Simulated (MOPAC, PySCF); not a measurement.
Series SiXY, Y = methyl, computed as singlets and as triplets. Isolated molecules, 0 K electronic values unless said otherwise. One relaxed conformer stands for each flexible species; it need not be the lowest. Strings in code marks are SMILES.

Quantity: adiabatic spin-state energy, in kcal/mol. HF references are unrestricted for open shells and restricted for singlets. Semi-empirical values (MOPAC) are differences of heats of formation.

Level 1: B3LYP/3-21G // PBE0-D3(BJ)/def2-SVP (PySCF)
Level 2: PBE/6-31G* // PBE0-D3(BJ)/def2-SVP (PySCF)
Level 3: HF/6-31G* // PBE0-D3(BJ)/def2-SVP (PySCF)
Level 4: PM3 // PBE0-D3(BJ)/def2-SVP (MOPAC)

```json
[
 {"species": "`CO[Si]C`: multiplicity 3 minus multiplicity 1", "level 1": "___", "level 2": "38.5", "level 3": "26.3", "level 4": "___"},
 {"species": "`C[Si]F`: multiplicity 3 minus multiplicity 1", "level 1": "42.6", "level 2": "39.7", "level 3": "28.0", "level 4": "14.0"},
 {"species": "`C[Si]S`: multiplicity 3 minus multiplicity 1", "level 1": "35.6", "level 2": "___", "level 3": "20.6", "level 4": "10.5"}
]
```

Question: Complete the blanks.

Answer: 
- `CO[Si]C`: multiplicity 3 minus multiplicity 1, level 1: 42.3
- `CO[Si]C`: multiplicity 3 minus multiplicity 1, level 4: 15.6
- `C[Si]S`: multiplicity 3 minus multiplicity 1, level 2: 33.3
